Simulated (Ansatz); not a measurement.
```yaml
crystal:
  periodic: [true, true, true]
  atoms:
    - {symbol: F, position_ang: [1.196135, -1.222049, 0.456127]}
    - {symbol: Ge, position_ang: [0.022958, -0.044434, 0.058293]}
    - {symbol: F, position_ang: [-0.787662, 0.300672, 1.522939]}
    - {symbol: Br, position_ang: [-1.442167, -0.925447, -1.408608]}
    - {symbol: Br, position_ang: [1.060637, 1.817657, -0.670051]}
basis:
  gaussian: {orbitals: aug-cc-pVTZ}
hamiltonian: {xc: {name: SPW92}}
output: {forces: true}
```

```sh
$ ansatz run in.yaml --threads 4 --pin off --events-out ev --progress --plain --max-ram 10444MiB
```

Shortened log:

```
Error: YAML parse error: error: line 2 column 3: crystal: missing field `lattice` (a structure is typed as `lattice` and `atoms`, a molecule's as `atoms` in Å alone, or read from a run's directory, `checkpoint`)
 --> <input>:2:3
1 | crystal:
2 |   periodic: [true, true, true]
3 |   atoms:
4 |     - {symbol: F, position_ang: [1.196135, -1.222049, 0.456127]}
```

Q: What is wrong with this run?

A: The molecule is marked periodic without a cell. The input was rejected before any iteration.
